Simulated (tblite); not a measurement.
C6H10Si.
SMILES: `C1[C@H]2C[C@@H]1C=C[SiH2]2`

Calculated harmonic vibrations of the isolated species, GFN2-xTB (tblite), most abundant isotopes, no scaling. The method is semi-empirical: single wavenumbers can be off by several per cent or more. Modes of hydrogen on silicon can be 10 to 20 % off.

Harmonic wavenumbers (cm⁻¹): 192.6, 265.0, 342.0, 355.1, 382.3, 532.0, 548.0, 568.8, 634.8, 692.0, 742.7, 771.8, 780.9, 839.6, 867.0, 884.6, 927.8, 1001.4, 1005.1, 1028.6, 1038.0, 1066.3, 1101.6, 1127.6, 1166.0, 1182.2, 1227.0, 1237.4, 1249.1, 1261.3, 1309.2, 1342.6, 1482.0, 1494.8, 1649.5, 2221.6, 2228.2, 2957.6, 2967.9, 2973.4, 2980.4, 2987.9, 2992.2, 3023.0, 3053.2.

A = 3339, B = 2582, C = 1913 MHz; mass 110.055 u (most abundant isotopes); point group Cs, symmetry number 1.

Task: Zero-point energy?

Result: Half the sum of the wavenumbers: 30341 cm⁻¹ = 362.96 kJ/mol.

Task: What is S at 298.15 K and 1 bar for an ideal gas of classical rigid rotors and harmonic oscillators?

Result: Translation 167.48, rotation 114.51, vibration 49.07: S = 331.1 J/(mol K).

Task: And Cp and H(298.15 K) − H(0)?

Result: Cp = 123.82 J/(mol K), of which vibrations give 90.57 (their classical limit is 45 R = 374.2); H(298.15 K) − H(0) = 19.79 kJ/mol without the zero-point energy, 9.88 from vibrations.

Task: Which modes carry the vibrational entropy at 298.15 K?

Result: 192.6 cm⁻¹: 9.22; 265.0 cm⁻¹: 6.81; 342.0 cm⁻¹: 5.03; 355.1 cm⁻¹: 4.78; 382.3 cm⁻¹: 4.31; 532.0 cm⁻¹: 2.44 J/(mol K); the other 39 give 16.47 together.

Task: How do the functions run with temperature in this model?

Result: 
| T (K) | S (J/(mol K)) | Cp (J/(mol K)) | H − H(0) (kJ/mol) | G − H(0) (kJ/mol) | ln q(vib) |
| --- | --- | --- | --- | --- | --- |
| 50 | 222.9 | 34.6 | 1.67 | -9.47 | 0.00 |
| 100 | 249.6 | 45.2 | 3.64 | -21.33 | 0.11 |
| 373.15 | 362.4 | 156.6 | 30.32 | -104.92 | 3.00 |
| 500 | 415.1 | 203.4 | 53.28 | -154.25 | 5.12 |
| 750 | 510.5 | 266.3 | 112.65 | -270.22 | 9.73 |
| 1000 | 592.9 | 305.8 | 184.52 | -408.40 | 14.36 |

q(vib) and H(0) count from the zero-point level.

Task: What must be added to the electronic energy to get the Gibbs energy at 298.15 K and 1 bar?

Result: ZPE + [H(298.15 K) − H(0)] − T·S = 362.96 + 19.79 − 98.71 = 284.04 kJ/mol.

Hindered rotation and anharmonicity are outside this model.

Hardware: an Intel Xeon at 2.50 GHz with one thread, shared host with 64 logical CPUs at a one-minute load of 63. Cost: 1.8 s of wall time. The figure is for the frequency step alone.
